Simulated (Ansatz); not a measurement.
A further run on K₃Na₃.

```yaml
crystal:
  periodic: [false, false, false]
  atoms:
    - {symbol: Na, position_ang: [-2.184989, -0.274886, 2.599871]}
    - {symbol: Na, position_ang: [-0.066687, -0.649695, -0.121476]}
    - {symbol: Na, position_ang: [3.348366, -0.209950, -0.629501]}
    - {symbol: K, position_ang: [-3.484566, 0.694951, -1.383177]}
    - {symbol: K, position_ang: [1.896897, -0.309841, 3.237867]}
    - {symbol: K, position_ang: [0.490979, 0.749411, -3.703593]}
basis:
  gaussian: {orbitals: STO-3G}
hamiltonian: {xc: {name: revPBE}}
scf: {omitted_lower_state_checks: [starts]}
```

```sh
$ ansatz run in.yaml --threads 4 --pin off --events-out ev --progress --plain --max-ram 3916MiB
```

Output, abridged:

```
Functional definition: revPBE
727 factors; integrals over basis functions are off by at most 2.8e-4 eV
mean field evaluation 1: about -61532.7703 eV, gradient 3.6e1 eV
mean field evaluation 2: about -61500.3506 eV, gradient 6.8e1 eV
mean field evaluation 4: about -61537.2512 eV, gradient 1.2e1 eV
mean field evaluation 8: about -61538.6798 eV, gradient 2.3e-1 eV
mean field evaluation 16: about -61538.6801 eV, gradient 2.2e-5 eV
mean field -61538.68005689 eV, -2261.5047796752 hartree, gradient 2.4e-5 eV, S^2 0.000000; 0 other end points of the search recorded, 0 dependent functions left out
reference -61538.68011495 eV, -2261.5047818090 hartree; 45, 45 occupied and 21, 21 virtual orbitals, 727 factors
Total energy: -61538.68011495 eV, -2261.5047818090 hartree
Checks for a lower state left out: starts
```

It took 1.8 s on 4 threads of Intel Xeon on a shared host.

The restricted singlet is unstable towards broken spin symmetry in Hartree–Fock (as tested in another run); at RKS revPBE/STO-3G this wasn't settled.
